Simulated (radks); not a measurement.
Spin polarisation of the 3d8 shell in Ni. Start: [Ar] 3d(up 4, down 4) 4s2; electrons of 3d are moved from spin down to spin up, other shells keep equal spins. Calculated with a radial shooting solver on a logarithmic mesh with Libxc functionals: scalar-relativistic Kohn-Sham, LDA (Slater exchange, Perdew-Wang correlation), spin-polarised, spherical densities, finite nucleus; Fermi nuclear charge, rms radius of each element as measured or else 0.836 A^(1/3) + 0.57 fm.

| moment (Bohr magnetons) | E - E(0) (eV) | e(3d up) (eV) | e(3d down) (eV) | 4s down minus up (eV) | 3p down minus up (eV) | 3s down minus up (eV) |
|---|---|---|---|---|---|---|
| 0 | 0.000 | -9.140 | -9.140 | 0.000 | 0.000 | 0.000 |
| 0.5 | -0.059 | -9.370 | -8.899 | 0.085 | 0.533 | 0.548 |
| 1 | -0.236 | -9.589 | -8.646 | 0.169 | 1.066 | 1.096 |
| 1.5 | -0.530 | -9.796 | -8.382 | 0.255 | 1.599 | 1.643 |
| 2 | -0.943 | -9.991 | -8.106 | 0.341 | 2.133 | 2.191 |

At moment 2 the spin-polarisation energy is -0.943 eV and the 3d exchange splitting 1.885 eV, that is 0.942 eV per Bohr magneton; E = -I m^2/4 would give I = 0.943 eV.
